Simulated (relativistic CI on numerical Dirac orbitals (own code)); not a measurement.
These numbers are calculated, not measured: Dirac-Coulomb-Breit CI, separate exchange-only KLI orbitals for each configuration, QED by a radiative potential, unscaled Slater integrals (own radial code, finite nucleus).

The strongest absorption lines from the ground level of an ion, among the configurations computed and to levels below about 1080 eV (vacuum wavelength in Å, gf): 11.522 (0.05), 11.542 (0.027), 13.257 (0.11), 13.305 (0.059), 18.486 (0.35), 18.672 (0.2), 159.54 (0.42), 203.19 (0.16).

**Question.** Which ion is it?
A. Zr29+
B. Sr29+
C. Sr27+
D. Mo31+

**Answer.** C. Sr27+ has 11 electrons and the ground level 3s 2S_1/2; the strongest line goes to 3p 2P°_3/2. The pattern of lines fixes the number of electrons, and along that sequence the line energies rise steadily with the charge (about as its square where n changes within one kind of shell, about linearly where n is kept but much faster in heavy ions where fine structure, which grows about as Z⁴, sets the gap, and irregularly where shells cross), which fixes Z. Configurations outside the model, such as inner-shell arrays, can give stronger lines. At this charge energies of transitions that change n are usually good to better than 1 %, and those within a shell (Δn = 0) to a few per cent.
